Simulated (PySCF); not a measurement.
AlFH2. Atoms are numbered in the order given.

```xyz
4

Al     0.0000     0.0000     0.5617
H      0.0000     1.4011     1.2773
H      0.0000    -1.4011     1.2773
F      0.0000     0.0000    -1.0951
```

Coordinates come from a TPSSh-D3(BJ)/def2-TZVP optimisation.

All values below come from HF/def2-TZVPD (PySCF).

```yaml
total_energy: -342.63686 hartree
point_group: C2v
highest_occupied_level: -12.09 eV
lowest_empty_level: 1.14 eV
orbital_gap: 13.23 eV
dipole_moment: 1.55 D
quadrupole, principal values (traceless, Buckingham form, about the centre of nuclear charge): -4.30, -2.96, 7.26 D·Å
mean_static_polarisability: 25.2 bohr³ (3.74 Å³)
polarisability_principal_values: 23.2, 24.6, 27.9 bohr³
```
